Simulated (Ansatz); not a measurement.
Consider the cleavage of the Si–Si bond: `N[Si@@H]1C[Si@H]1[SiH3]` + `[OH][GeH2][OH]` → `[OH][GeH2][O][SiH3]` + `N[SiH]1C[SiH2]1`.

Isolated molecules relaxed with PBE0-D4/def2-TZVP in Ansatz; ΔE leaves out vibrations. CCSD(T)/CBS adds triple-zeta CCSD(T) − MP2 to the extrapolated MP2 energy (def2 sets, frozen cores). DFT in def2-TZVPP. For Ge outer-core shells are correlated without core-valence functions, which leaves a few kJ/mol of doubt a bond. Scalar relativity is left out up to krypton. Each species was taken in one conformer, which may not be the lowest.

```tsv
species	PBE-D4 energy (Eh)
`N[Si@@H]1C[Si@H]1[SiH3]`	-966.24367
`[OH][GeH2][OH]`	-2229.49401
`[OH][GeH2][O][SiH3]`	-2520.07833
`N[SiH]1C[SiH2]1`	-675.68298
```

(1) Work out ΔE.

Largest T1 diagnostic among the species: 0.013.

Results:

(1) ΔE = (-2520.07833) + (-675.68298) − (-966.24367) − (-2229.49401) = -0.02363 Eh = -14.8 kcal/mol. CCSD(T)/CBS gives -21.4 kcal/mol.

In def2-TZVPP, CCSD(T) changes the Hartree–Fock value by +7.4 kcal/mol (the triples alone add +1.2 kcal/mol) and MP2 by +6.2 kcal/mol. From PBE to PBE0 (25 % exact exchange), in def2-TZVPP and without D4, ΔE moves by −2.4 kcal/mol.
